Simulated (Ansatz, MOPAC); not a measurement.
Species: methoxymethyl(silyl)silane, C$_{2}$H$_{10}$OSi$_{2}$, charge 0, multiplicity 1. SMILES: [SiH2]([SiH3])COC

Atoms: C1, O2, C3, Si4, Si5, H6, H7, H8, H9, H10, H11, H12, H13, H14, H15. Bonds: C1-O2, C1-H6, C1-H7, C1-H8, O2-C3, C3-Si4, C3-H9, C3-H10, Si4-Si5, Si4-H11, Si4-H12, Si5-H13, Si5-H14, Si5-H15.

Bond lengths (Å) and angles (degrees) optimised at PM3 with MOPAC; PM6 with MOPAC; B3LYP/6-31G* with Ansatz (a program for electronic structure), each started from the B3LYP-D3(BJ)/def2-TZVP structure (Ansatz) of the last column. A row stands for all coordinates that are equal there; 11 of 33 kinds are shown. 6-31G* holds six Cartesian d functions.

```json
[
 {"coordinate": "C1-O2", "PM3": "1.407", "PM6": "1.441", "B3LYP/6-31G*": "1.414", "B3LYP-D3(BJ)/def2-TZVP": "1.413"},
 {"coordinate": "C1-H6", "PM3": "1.097", "PM6": "1.093", "B3LYP/6-31G*": "1.102", "B3LYP-D3(BJ)/def2-TZVP": "1.097"},
 {"coordinate": "C1-H8", "PM3": "1.093", "PM6": "1.097", "B3LYP/6-31G*": "1.093", "B3LYP-D3(BJ)/def2-TZVP": "1.089"},
 {"coordinate": "O2-C3", "PM3": "1.411", "PM6": "1.448", "B3LYP/6-31G*": "1.422", "B3LYP-D3(BJ)/def2-TZVP": "1.420"},
 {"coordinate": "C3-Si4", "PM3": "1.901", "PM6": "1.923", "B3LYP/6-31G*": "1.911", "B3LYP-D3(BJ)/def2-TZVP": "1.898"},
 {"coordinate": "C3-H9", "PM3": "1.104", "PM6": "1.111", "B3LYP/6-31G*": "1.104", "B3LYP-D3(BJ)/def2-TZVP": "1.100"},
 {"coordinate": "Si4-Si5", "PM3": "2.406", "PM6": "2.168", "B3LYP/6-31G*": "2.349", "B3LYP-D3(BJ)/def2-TZVP": "2.343"},
 {"coordinate": "Si4-H11", "PM3": "1.492", "PM6": "1.502", "B3LYP/6-31G*": "1.493", "B3LYP-D3(BJ)/def2-TZVP": "1.486"},
 {"coordinate": "C1-O2-C3", "PM3": "114.0", "PM6": "113.2", "B3LYP/6-31G*": "112.9", "B3LYP-D3(BJ)/def2-TZVP": "113.2"},
 {"coordinate": "O2-C3-Si4", "PM3": "109.1", "PM6": "110.8", "B3LYP/6-31G*": "107.3", "B3LYP-D3(BJ)/def2-TZVP": "107.6"},
 {"coordinate": "C3-Si4-Si5", "PM3": "113.5", "PM6": "116.3", "B3LYP/6-31G*": "109.6", "B3LYP-D3(BJ)/def2-TZVP": "109.1"}
]
```

Mean signed difference of all 14 bond lengths from B3LYP-D3(BJ)/def2-TZVP: PM3 0.006 Å, PM6 0.002 Å, B3LYP/6-31G* 0.006 Å.
